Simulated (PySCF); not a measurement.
A PySCF script (with the pyscf-properties extension) for the NMR shieldings of `C=C(C)[SiH2][C@@H](F)CCl`, C5H10ClFSi, on a GFN2-xTB geometry:

```python
import basis_set_exchange as bse
import numpy as np
from pyscf import gto, dft
from pyscf.prop import nmr

atoms = """
C    -1.649011   -1.392820    0.109447
C    -1.506658   -0.131799   -0.280940
C    -2.701299    0.723009   -0.582631
Si    0.155268    0.736291   -0.472901
C     1.589460   -0.516792   -0.165934
F     1.369837   -1.675771   -0.902918
C     2.948694    0.009522   -0.589354
Cl    3.258875    1.554818    0.209961
H    -0.809577   -2.030339    0.324673
H    -2.622884   -1.847306    0.218341
H    -3.628238    0.176417   -0.423519
H    -2.698625    1.607111    0.052383
H    -2.668281    1.064639   -1.615699
H     0.333319    1.250858   -1.835860
H     0.272648    1.810595    0.516869
H     1.627375   -0.839468    0.880227
H     2.966182    0.182934   -1.665878
H     3.754157   -0.675583   -0.317442
"""
names = dict.fromkeys(["C", "Si", "F", "Cl", "H"], "pcSseg-1")
basis = {el: gto.basis.parse(bse.get_basis(n, elements=[el], fmt="nwchem")) for el, n in names.items()}
mol = gto.M(atom=atoms, basis=basis, charge=0, verbose=0)
mf = dft.RKS(mol, xc="PBE0")
mf.grids.level = 2
mf.grids.alignment = dft.numint.BLKSIZE   # the property module wants whole blocks of grid points
mf.conv_tol = 1e-9
mf.kernel()

calc = nmr.RKS(mf)   # GIAO
C = mf.mo_coeff
Co = C[:, mf.mo_occ > 0]
resp = mf.gen_response(singlet=True, hermi=2)
def vind(x):   # induced exchange potential for any number of trial vectors
    d = np.einsum("pi,xij,qj->xpq", C, 2 * x.reshape(-1, C.shape[1], Co.shape[1]), Co, optimize=True)
    return np.einsum("xpq,pi,qj->xij", resp(d - d.transpose(0, 2, 1)), C, Co, optimize=True).ravel()
mo1, _ = nmr.rhf.solve_mo1(calc, with_cphf=vind)
sigma = calc.kernel(mo1)
for i, s in enumerate(sigma):   # ppm
    print("%2d %-2s %9.2f" % (i, mol.atom_pure_symbol(i), np.trace(s) / 3))
```

Task: What does it print?

Result: 
```
 0 C      49.76
 1 C      41.06
 2 C     158.83
 3 Si    395.58
 4 C      98.58
 5 F     413.31
 6 C     138.27
 7 Cl    905.36
 8 H      25.75
 9 H      25.50
10 H      29.68
11 H      29.69
12 H      29.66
13 H      27.50
14 H      26.97
15 H      26.57
16 H      27.95
17 H      27.54
```

These numbers come from an equivalent density-fitted implementation of the same equations, which agrees with the script to about 0.01 ppm for H and up to a few tenths of a ppm for heavy atoms, so last digits may differ.

Task: Turn these shieldings into chemical shifts. Shifts are taken against calculated references (same method and geometry level): TMS for 13C (σref 186.93) and 29Si (σref 349.16) and 1H (σref 31.72); CFCl3 for 19F (σref 170.95); HCl for 35Cl (σref 949.78).

Result: Averaging equivalent atoms: C 1: 145.9; C 0: 137.2; C 4: 88.3; C 6: 48.7; C 2: 28.1; Si 3: -46.4; F 5: -242.4; Cl 7: 44; H 9: 6.22; H 8: 5.97; H 15: 5.14; H 14: 4.74; H 13: 4.22; H 17: 4.18; H 16: 3.77; H 10/11/12: 2.04 ppm. Unscaled 19F shifts against computed CFCl3 carry errors that often reach 10 to 50 ppm.

Size and cost of the density-fitted run: 200 basis functions, 40 s wall time on 1 thread of an Arm Neoverse V1, shared host; peak memory 0.9 GiB.
